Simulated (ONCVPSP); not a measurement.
What the settings do to the ONCV potential of strontium

Base potential:

ONCVPSP 4.0.1 input, shortened (lines: element, Z, core and valence counts, functional; n l f; lmax; l rc ep ncon nbas qcut; lloc lpopt rc5 dvloc0; l nproj debl; icmod fcfact rcfact), PBE, scalar-relativistic:

```
  Sr 38.00    6    3        4      upf
    1    0    2.00
    2    0    2.00
    2    1    6.00
    3    0    2.00
    3    1    6.00
    3    2   10.00
    4    0    2.00
    4    1    6.00
    5    0    2.00
    3
    0    2.50    0.00    3    7    4.50
    1    1.70    0.00    5    9    5.50
    2    2.45    0.19    5    9    4.10
    3    2.65    0.38    4    7    4.10
    4    5    1.15    4.00
    0    2    4.00
    1    2    3.70
    2    1    2.30
    3    2    3.30
    0    0.00    0.00
```

In the d channel the program set the typed energies aside and used 0.050 Ha.

All-electron outer shells of the reference configuration (PBE, scalar-relativistic, ld1.x):

```csv
shell,level (eV),outermost node (bohr),outermost maximum (bohr)
4s,-40.90,0.59,1.19
4p,-22.82,0.61,1.33
5s,-3.53,1.65,3.72
```

Cutoffs, loose and tight: the cutoffs (Ha) at which the residual kinetic energy of the hardest occupied pseudo-wave falls to 1 and 0.1 mHa per electron. They do not see the model core or the augmentation charge, which bear on the density cutoff. Test errors are all-electron minus pseudo excitation energies from the reference, over the configurations 4s2 4p6 5s1; 4s2 4p6 5s0; 4s2 4p6 5s1.5; 4s1 4p6 5s2. A dash means not determined; rows that change the core or the reference have their own tests.

A true bound ghost makes a file unfit for plane-wave use even where its test errors are small: the radial tests pick states by their node count and pass the ghost by.

```csv
change,outcome,"cutoff, loose","cutoff, tight",bound ghosts,GHOST(+) flags above zero,largest test error (meV)
base,"generated, projector energies reset by the program",16 Ha,76 Ha,none,f,-305
s: qcut 2.9; p: qcut 3.5; d: qcut 2.6; f: qcut 2.6,"generated, projector energies reset by the program",32 Ha,83 Ha,none,"s, d, f",-267
s: qcut 3.7; p: qcut 4.5; d: qcut 3.4; f: qcut 3.4,"generated, projector energies reset by the program",39 Ha,83 Ha,f,s,-327
s: qcut 4.3; p: qcut 5.2; d: qcut 3.9; f: qcut 3.9,"generated, projector energies reset by the program",20 Ha,79 Ha,none,f,-316
s: qcut 4.8; p: qcut 5.9; d: qcut 4.4; f: qcut 4.4,"generated, projector energies reset by the program",16 Ha,67 Ha,none,none,-286
s: qcut 5.3; p: qcut 6.5; d: qcut 4.8; f: qcut 4.8,"generated, projector energies reset by the program",17 Ha,28 Ha,none,none,-244
s: qcut 5.8; p: qcut 7.1; d: qcut 5.3; f: qcut 5.3,"generated, projector energies reset by the program",19 Ha,23 Ha,none,s,-191
s: qcut 6.4; p: qcut 7.9; d: qcut 5.9; f: qcut 5.9,"generated, projector energies reset by the program",21 Ha,26 Ha,none,none,-136
```
